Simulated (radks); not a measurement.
Spherical quantum dot in the effective-mass picture: electrons in a well V = -V0 / (1 + exp((r - R)/a)) with V0 = 17.1, R = 2.71, a = 0.3, all in effective atomic units (hartree* = m*/eps^2 hartree, bohr* = eps/m* bohr), one dielectric constant everywhere. Method: non-relativistic Kohn-Sham, r2SCAN, spin-polarised, spherical densities, generalised Kohn-Sham scheme; computed with a radial shooting solver with Libxc functionals. Levels are named by radial order and angular momentum (1s, 1p, 1d, 2s, ...), and open shells are averaged over m. Each electron was tried in the lowest free levels, single moves between levels near the top were tried too, and the lowest total energy was kept; such a search can miss a lower state. At N = 1 the Hartree and exchange-correlation terms need not cancel, so that row can carry a self-interaction error.

N	open shells	2S	addition energy mu(N+1) - mu(N) (hartree*)	e(HOMO) (hartree*)	rms radius (bohr*)
1	1s(up 1, down 0)	1	0.7119	-15.815	1.248
2	none	0	1.398	-15.105	1.298
3	1p(up 1, down 0)	1	0.4911	-13.721	1.402
4	1p(up 2, down 0)	2	0.5163	-13.212	1.459
5	1p(up 3, down 0)	3	0.7297	-12.691	1.499
6	1p(up 3, down 1)	2	0.4689	-11.992	1.533
7	1p(up 3, down 2)	1	0.4904	-11.510	1.561
8	none	0	1.444	-11.014	1.585
9	1d(up 1, down 0)	1	0.4605	-9.5903	1.618
10	1d(up 2, down 0)	2	0.4657	-9.1266	1.647
11	1d(up 3, down 0)	3	0.4681	-8.6593	1.671
12	1d(up 4, down 0)	4	0.4688	-8.1907	1.693
13	1d(up 5, down 0)	5	0.6552	-7.7219	1.712
14	1d(up 5, down 1)	4	0.4424	-7.0810	1.731
15	1d(up 5, down 2)	3	0.4481	-6.6354	1.747
16	1d(up 5, down 3)	2	0.4514	-6.1852	1.763
17	1d(up 5, down 4)	1	0.4529	-5.7329	1.777
18	none	0	1.321	-5.2797	1.791
19	2s(up 1, down 0)	1	0.6153	-3.9532	1.795
20	2s(up 1, down 0) 1f(up 1, down 0)	2	0.4307	-3.3549	1.811
21	2s(up 1, down 0) 1f(up 2, down 0)	3	0.4315	-2.9237	1.827
22	2s(up 1, down 0) 1f(up 3, down 0)	4	-	-2.4920	1.841

All shells are closed at N = 2, 8, 18 (there: 1s2 1p6 1d10); the second difference of the energy has clear peaks (12 % above both neighbours; the first and last values, which can be the largest, are not judged, and half-filled shells can peak too) at N = 2, 5, 8, 13, 18.
